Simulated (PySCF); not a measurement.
A GIAO shielding run with PySCF (density fitting, non-relativistic, gas phase) on `COc1ccsc1`, C5H6OS:

```
{"job": {"kind": "nmr", "xc": "PBE0", "basis": "pcSseg-1"}, "charge": 0, "multiplicity": 1}
C      2.212403     0.029691    -0.004739
O      1.072326     0.846318    -0.109563
C     -0.133006     0.225919    -0.035332
C     -1.327031     0.999285    -0.114556
C     -2.442100     0.239092    -0.017999
S     -2.077437    -1.429409     0.167609
C     -0.385063    -1.104696     0.115887
H      2.252657    -0.702904    -0.817688
H      2.237300    -0.497674     0.954732
H      3.068669     0.698376    -0.073913
H     -1.317180     2.065721    -0.238680
H     -3.465628     0.554089    -0.043539
H      0.299701    -1.923322     0.200053
```

Hardware: 1 thread of an Arm Neoverse V1, shared host. The job also computes population analyses, field gradients, ring-centre shieldings.

(1) How large is the calculation?

(2) How long does it take?

Answers

(1) 60 electrons, 156 basis functions and 829 auxiliary functions.

(2) 17 s of wall time, with 14 SCF cycles and 5 response iterations. Times on a shared host scatter by some tens of per cent.
